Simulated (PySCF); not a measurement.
# Mayer bond orders and bond lengths

Compound: C₅H₉ClSi.
Atom-mapped SMILES: `[Cl:1][CH2:2][SiH:3]1[CH2:4][CH:5]=[CH:6][CH2:7]1` (hydrogens: H8, H9 on C2; H10 on Si3; H11, H12 on C4; H13 on C5; H14 on C6; H15, H16 on C7)

Structure used (GFN2-xTB), in Å, numbered top down from 1:
```xyz
16
C5H9ClSi angstrom
Cl     3.3582   -0.8923    0.1726
C      2.1506    0.3527    0.5920
Si     0.6756    0.1930   -0.6167
C     -0.3271   -1.4044   -0.3378
C     -1.6735   -0.9114    0.1062
C     -1.8833    0.3892    0.2074
C     -0.7696    1.3389   -0.1255
H      1.8794    0.1853    1.6320
H      2.6572    1.3112    0.5159
H      1.1683    0.3786   -1.9850
H      0.0987   -2.0663    0.4184
H     -0.4332   -2.0071   -1.2406
H     -2.4378   -1.6415    0.3310
H     -2.8316    0.8013    0.5215
H     -0.5586    1.9811    0.7313
H     -1.0809    2.0007   -0.9340
```

Bond orders from the PBE0/pcSseg-1 density (PySCF). The structure is a single GFN2-xTB conformer in the gas phase; no vibrational or solvent corrections.

Where do the orders between heavy atoms depart from those drawn in the SMILES?

The largest departure is 0.142, at C2–Si3 (drawn single, 0.858). Drawn single, order below 0.88: C2–Si3 (0.858).

Give the Mayer order of every bond between heavy atoms, beside its length.

```tsv
bond	drawn as	length (Å)	Mayer order
Cl1–C2	single	1.784	0.954
C2–Si3	single	1.914	0.858
Si3–C4	single	1.906	0.902
C4–C5	single	1.501	1.044
C5–C6	double	1.321	1.913
C6–C7	single	1.501	1.043
C7–Si3	single	1.909	0.881
```

Bonds between the same two heavy elements. C–Si: lowest C2–Si3 (0.858, 1.914 Å), highest Si3–C4 (0.902, 1.906 Å). C–C: lowest C6–C7 and C4–C5 (1.043, 1.501 Å), highest C5–C6 (1.913, 1.321 Å). Bonds named together lie within 0.004.

And the bonds to hydrogen?

C–H: 0.93 to 0.97 (8 bonds); H–Si: 0.96 (1 bond).

Sum the orders of all bonds at each heavy atom with more than one neighbour and set the sums beside the valence in the SMILES.

C2 3.682 (drawn 4), Si3 3.599 (drawn 4), C4 3.811 (drawn 4), C5 3.926 (drawn 4), C6 3.926 (drawn 4), C7 3.793 (drawn 4). Orders between atoms that aren't bonded are not in these sums.

The Mayer order sums products of elements of PS (density times overlap matrix) between the two atoms' basis functions, so it depends on the basis set.
